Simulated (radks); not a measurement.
The magnesium ion Mg2+, [Ne]. All-electron calculation, non-relativistic Kohn-Sham, exchange-only LDA, spin-polarised, spherical densities, point nucleus. Program: a radial shooting solver on a logarithmic mesh with Libxc functionals. Every spin shell is full or empty, so the densities are truly spherical. Functionals are evaluated on that one density, not self-consistently. Rank these orbital-free kinetic functionals by their error against the exact value of the orbitals, and give that value: Thomas-Fermi, von Weizsacker, TF + vW/9, TF + vW/5, LC94, Perdew 92, LKT, PG1, DePristo-Kress.

Answer. Exact: 197.471 hartree. From best to worst, with 100 (|E| - |E exact|)/|E exact| (equal figures are ties): DePristo-Kress -0.04, LC94 +0.06, Perdew 92 -0.54, TF + vW/9 -0.55, TF + vW/5 +5.36, Thomas-Fermi -7.94, PG1 +28.10, von Weizsacker -33.51, LKT +34.32.
